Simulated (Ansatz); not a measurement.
Ideal-gas functions of ClF₂HOTi (`[OH][Ti]([F])([F])[Cl]`) at 500 K and 1 bar, from an Ansatz frequency run at PBE0-D4/def2-TZVP.

Molar mass 138.32 g/mol, point group C1 (symmetry number 1), electronic degeneracy 1, moments of inertia 152.983, 248.505, 252.522 u Å². Harmonic wavenumbers (cm⁻¹, unscaled): 126, 159, 176, 193, 218, 227, 330, 474, 748, 797, 838, 3928.

Use S(trans) = R[1.5 ln M + 2.5 ln T − 1.1517]; rotational temperatures θ = 24.2544 K / I; S(rot) = R[ln(√π/σ · √(T³/θAθBθC)) + 1.5]; for each mode x = 1.438777 ν̃/T, S = R[x/(eˣ − 1) − ln(1 − e⁻ˣ)] and H = RT x/(eˣ − 1); 1 cm⁻¹ = 0.0119627 kJ/mol; R = 8.31446 J/(mol·K).

Problem. By hand: the entropy, in J/(mol·K).

Solution. Translation 181.1. Rotation: θ = 0.1585, 0.0976, 0.096 K, giving 121.8. Vibration, mode by mode: 16.80, 14.89, 14.06, 13.31, 12.33, 12.00, 9.05, 6.35, 3.38, 3.02, 2.76, 0.00, in all 107.9. Electronic 0.0. Sum 410.8 J/(mol·K).

Problem. By hand: H − E and G − E in kJ/mol, counted from the electronic energy.

Solution. Zero-point energy ½ × 8214 × 0.0119627 = 49.1; thermal vibration 26.6; translation, rotation and pV give 4 RT = 16.6. H − E = 92.3 kJ/mol, and G − E = 92.3 − 500 × 410.8/1000 = -113.1 kJ/mol.

Vibration gives 26 % of the entropy, 16.8 J/(mol·K) of it from the mode under 150 cm⁻¹: soft modes count most, and the harmonic formula is weakest for them. The sum counts one conformer and one mirror image; others add a mixing term.
